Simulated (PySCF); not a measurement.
# From computed data to an observable: chemical shift, span and skew from a shielding tensor

C4H7BF2, SMILES FB(/C=C(/C)F)C. Atoms are numbered in the order given.

```xyz
14

C      2.6094    -0.8433     0.6552
B      1.3231    -0.1082     0.1295
F      1.5119     1.0163    -0.5747
C     -0.1184    -0.6168     0.3841
C     -1.2630    -0.0428    -0.0313
C     -2.6627    -0.5038     0.1958
F     -1.2375     1.0906    -0.7460
H      3.2040    -0.1566     1.2843
H      2.4038    -1.7559     1.2336
H      3.2620    -1.1093    -0.1959
H     -0.2558    -1.5372     0.9595
H     -2.6900    -1.4321     0.7798
H     -3.2341     0.2768     0.7255
H     -3.1661    -0.6672    -0.7718
```
Charge 0, spin multiplicity 1.

The structure is a stationary point at B3LYP-D3(BJ)/def2-SVP. The structure was generated by enumeration; whether it is a known compound was not checked. One conformer was computed; it need not be the lowest.

GIAO shieldings from PBE0/pcSseg-1 (PySCF), non-relativistic, no solvent. The symmetric part of the tensor of C6 has the principal values 142.3, 152.6, 187.6 ppm. The same nucleus in TMS has σ = 186.3 ppm at this level (PySCF, at its B3LYP-D3(BJ)/def2-TZVP geometry).

### Question
Work out the isotropic shielding, the ¹³C shift against TMS, the span and the skew.

### Answer

σ(iso) = (σ11 + σ22 + σ33)/3 = 160.8 ppm. δ = σ(ref) − σ(iso) = 186.3 − (160.8) = 25.5 ppm.
Span Ω = σ33 − σ11 = 45.3 ppm. Skew κ = 3(σ(iso) − σ22)/Ω = 0.55. Tumbling in solution averages the tensor to δ; in a static solid the shielding alone would spread this spin-1/2 line over Ω.
